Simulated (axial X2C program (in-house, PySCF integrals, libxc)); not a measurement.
The numbers below are computed, except where a source is named.
## ZnB⁺: input and output

Program: an axial X2C code built on PySCF integrals.

Input:
```json
{"zs": [30, 5], "q": 1, "bas": ["dyall-cv3z", "dyall-v3z"], "levels": ["PBE0", "HF", "TPSSh"], "cc": true, "r0": 2.03, "thr": -2.0, "nmax": 90, "npts": 10, "nst": 2, "ntry": 6}
```
```bash
python so2c.py task.json out
```

Keys: zs atomic numbers; q charge; bas basis sets; levels methods; cc coupled cluster on or off; r0 starting distance in Å; thr threshold in hartree for freezing inner shells (an s shell follows its p shell); nmax most natural virtual spinors; npts points on the curve; nst determinants followed; ntry starts of the search. HF also brings MP2.

Output of the PBE0 step, with spin–orbit coupling, at R = 2.358 Å for the state Ω = 0. It starts from the PBE0 orbitals of the search at 2.358 Å.

```
two-component X2C + atomic mean field  PBE0
basis functions 150  fitting functions 830  grid points 5080
iter        total energy     max residual
   1      -1819.555987436     2.37e-05
   2      -1819.555987437     7.85e-06
converged
one-electron -2592.89464624  Coulomb 815.68059407  exact exchange -18.47761915  xc functional -56.95261273  nuclear repulsion 33.66267245  atomic mean-field constant -0.57437584
```
Energies are in hartree; totals compare only within one Hamiltonian and basis.
